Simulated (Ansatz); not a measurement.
Calculated with Ansatz (gas phase, PBE0-D4/def2-TZVP geometries, no zero-point term in ΔE). CCSD(T)/CBS is the MP2 limit (def2-TZVPP, def2-QZVPP) plus CCSD(T) − MP2 in def2-TZVPP, frozen cores. For Ge outer-core shells are correlated without core-valence functions, which leaves a few kJ/mol of doubt a bond. Scalar relativity is left out up to krypton. Each species was taken in one conformer, which may not be the lowest.

Consider the formal exchange of groups at the Si–C bond: `[SiH3]C1=NCO1` + `[OH][GeH2][SiH3]` → `[OH][GeH]([SiH3])[SiH3]` + `C1=NCO1`.

`[SiH3]C1=NCO1`:

```xyz
10

Si    0.041   -0.275   -1.816
C    -0.025    0.076    0.040
N    -0.366    1.115    0.719
C    -0.048    0.300    1.880
O     0.317   -0.821    1.020
H     0.973    0.688   -2.447
H     0.520   -1.665   -1.997
H    -1.321   -0.113   -2.377
H    -0.900    0.049    2.515
H     0.809    0.644    2.463
```

`[OH][GeH2][SiH3]`:

```xyz
9

O    -1.881   -0.996   -0.144
Ge   -0.197   -0.905    0.459
Si    0.900    1.001   -0.474
H    -2.417   -0.258    0.154
H    -0.214   -0.842    2.004
H     0.422   -2.235    0.004
H     2.283    1.113    0.064
H     0.145    2.231   -0.111
H     0.958    0.891   -1.955
```

`[OH][GeH]([SiH3])[SiH3]`:

```xyz
12

O    -0.891   -0.879   -1.759
Ge    0.336   -0.271   -0.593
Si   -0.053    2.077   -0.503
Si    0.051   -1.381    1.507
H    -0.779   -1.813   -1.950
H     1.747   -0.583   -1.154
H     0.925    2.683    0.439
H    -1.428    2.337   -0.005
H     0.116    2.690   -1.846
H     0.106   -2.857    1.316
H    -1.263   -1.023    2.101
H     1.133   -0.978    2.446
```

`C1=NCO1`:

```xyz
7

C    -0.153   -0.783    0.661
N    -0.817    0.308    0.623
C     0.075    0.633   -0.485
O     0.756   -0.658   -0.335
H    -0.213   -1.664    1.292
H     0.761    1.459   -0.297
H    -0.410    0.706   -1.459
```

```json
{"species": "`[SiH3]C1=NCO1`", "CCSD(T)/CBS(def2) energy (Eh)": "-497.98995"}
{"species": "`[OH][GeH2][SiH3]`", "CCSD(T)/CBS(def2) energy (Eh)": "-2443.98216"}
{"species": "`[OH][GeH]([SiH3])[SiH3]`", "CCSD(T)/CBS(def2) energy (Eh)": "-2734.26948"}
{"species": "`C1=NCO1`", "CCSD(T)/CBS(def2) energy (Eh)": "-207.71182"}
```

(1) Work out ΔE.

Largest T1 diagnostic among the species: 0.015.

## Answers

(1) ΔE = (-2734.26948) + (-207.71182) − (-497.98995) − (-2443.98216) = -0.00919 Eh = -0.25 eV.

In def2-TZVPP, CCSD(T) changes the Hartree–Fock value by −0.06 eV (the triples alone add −0.00 eV) and MP2 by −0.04 eV.
